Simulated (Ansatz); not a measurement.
`C[Si@H]1C[C@H]1F` → `C[C@@H]1C[Si@@H]1F`  (isomerisation)

Program: Ansatz. Geometries: PBE0-D4/def2-TZVP. ΔE: electronic, gas phase. CCSD(T)/CBS adds triple-zeta CCSD(T) − MP2 to the extrapolated MP2 energy (def2 sets, frozen cores). Functionals use def2-TZVPP.

CCSD(T)/CBS gives -182.2 kJ/mol.

(1) Another level gave -166.7 kJ/mol. Which?
A. ωB97X-V/def2-TZVPP
B. CCSD/def2-TZVPP
C. PBE0/def2-TZVPP
D. PBE/def2-TZVPP

Largest T1 diagnostic among the species: 0.011.

Results:

(1) C. PBE0 -166.7, ωB97X-V -171.2, CCSD/def2-TZVPP -181.8, PBE -158.8 kJ/mol.

From PBE to PBE0 (25 % exact exchange), in def2-TZVPP and without D4, ΔE moves by −7.9 kJ/mol.
